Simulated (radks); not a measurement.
Task: The chromium ion Cr14+, 10 electrons, occupied as [Ne] (the NIST ground configuration). All-electron calculation, scalar-relativistic Kohn-Sham, SCAN, spin-polarised, spherical densities, finite nucleus; meta-GGA in the generalised Kohn-Sham scheme; Fermi nuclear charge, rms radius 3.6452 fm. Program: a radial shooting solver on a logarithmic mesh with Libxc functionals. Some entries of the table are withheld. Estimate them.

| orbital | occ. | eigenvalue (eV) | r(max) (bohr) | <1/r> (bohr^-1) |
|---|---|---|---|---|
| 1s | 2 | -6337.642 | (1) | (2) |
| 2s | 2 | -1083.404 | 0.2414 | (3) |
| 2p | 6 | (4) | (5) | 5.034 |

Result: 
(1) 1s r(max) (bohr): 0.04160
(2) 1s <1/r> (bohr^-1): 23.89
(3) 2s <1/r> (bohr^-1): 5.145
(4) 2p eigenvalue (eV): -977.5918
(5) 2p r(max) (bohr): 0.1958
